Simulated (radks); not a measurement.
Values are calculated unless marked as measured or tabulated.
Ionisation of the titanium ion Ti3+, [Ar] 3d1, to Ti4+, [Ar], under several functionals. Scalar-relativistic Kohn-Sham, spin-polarised, spherical densities, finite nucleus; open shells are filled with parallel spins first; a radial shooting solver on a logarithmic mesh with Libxc functionals.

functional                                        E(Ti3+) (hartree)  Exc (hartree)  IE (eV)  -e(HOMO) (eV)  <r> HOMO (bohr)  IE error (eV)
XLYP                                                     -852.26634      -41.55553   43.571         35.182            1.266         +0.304
LDA (Slater exchange, Perdew-Wang correlation)           -849.94900      -39.18982   43.789         35.393            1.253         +0.522
TASK exchange with Perdew-Wang LDA correlation           -851.71290      -40.98766   42.508         34.311            1.222         -0.759
SCAN                                                     -852.13430      -41.42496   42.918         34.705            1.255         -0.349
SOGGA                                                    -850.71172      -39.97466   43.400         35.034            1.257         +0.133
HCTH/407                                                 -852.25389      -41.59857   44.077         35.629            1.237         +0.810
PBE                                                      -851.81330      -41.09891   43.550         35.177            1.259         +0.283
LDA (Slater exchange, Perdew-Zunger correlation)         -849.94541      -39.18598   43.772         35.368            1.253         +0.505

NIST Atomic Spectra Database: 43.267 eV (measured). Closest: SOGGA. The Delta-SCF values span 1.57 eV, the total energies 2.32 hartree. The highest occupied level is 3d. Open shells are spherical and high-spin; term and fine-structure splittings are not resolved.
